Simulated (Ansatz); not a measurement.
Basis-set extrapolation for `ClB1N[SiH2]1` (PBE0-D4/def2-TZVP geometry, frozen core, Ansatz 0.2.0). Multiplicity 1, RHF reference.

```csv
,def2-TZVPP,def2-QZVPP
HF,-829.410360,-829.435713
MP2 correlation,-0.608628,-0.657556
CCSD(T) correlation,-0.676278,not run
```

Energies in hartree. Use E(X) = E(∞) + A·exp(−7.88·√X) for Hartree–Fock and E(X) = E(∞) + B·X^(−2.97) for correlation, with X = 3 and 4, and add CCSD(T) minus MP2 of the smaller set to the MP2 limit.

Task: What is the CCSD(T) energy at the basis-set limit?

Result: HF limit: -829.435713 + (-0.025353) × 0.13774 = -829.43921. MP2 limit: -0.657556 + (-0.048928) × 0.74074 = -0.69380. Higher-order term: -0.676278 − (-0.608628) = -0.06765. Total: -830.20066 hartree, 299.4 kJ/mol below CCSD(T)/def2-TZVPP.
